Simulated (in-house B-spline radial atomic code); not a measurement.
The numbers below are computed, except where a source is named.
Weak and strong correlation along the adiabatic connection

Two-electron singlets in several external potentials (atomic units), by full CI in B-splines with partial waves to l = 8 (correlation energies up to 0.6 % small). The repulsion is scaled by λ at fixed density; W(λ) is the mean repulsion less the Hartree energy, W(0) = E_x, and the area under W from 0 to 1 is E_xc.

One system gave this curve:

```tsv
λ	W (hartree)
0	-0.40259
0.02	-0.40447
0.05	-0.40721
0.12	-0.41323
0.25	-0.4232
0.4	-0.4331
0.6	-0.44417
0.8	-0.45338
1	-0.46115
1.4	-0.47357
2	-0.48703
3	-0.50178
4.5	-0.51516
7	-0.52774
10	-0.53634
```

(1) Which system is it?
A. −Z exp(−kr)/r, Z = 8.79, k = 3.27
B. −Z exp(−kr)/r, Z = 2.22, k = 0.617
C. −Z/r, Z = 0.729, wall at 5.42 bohr
D. ω²r²/2 − Z/r, ω = 4.46, Z = 1.5

## Answers

(1) C. The exchange energy sets the size: −Z/r, Z = 0.729, wall at 5.42 bohr: E_x = -0.403, E_c = -0.034; −Z exp(−kr)/r, Z = 8.79, k = 3.27: E_x = -4.72, E_c = -0.0463; ω²r²/2 − Z/r, ω = 4.46, Z = 1.5: E_x = -1.92, E_c = -0.0435; −Z exp(−kr)/r, Z = 2.22, k = 0.617: E_x = -1.05, E_c = -0.0438 hartree.
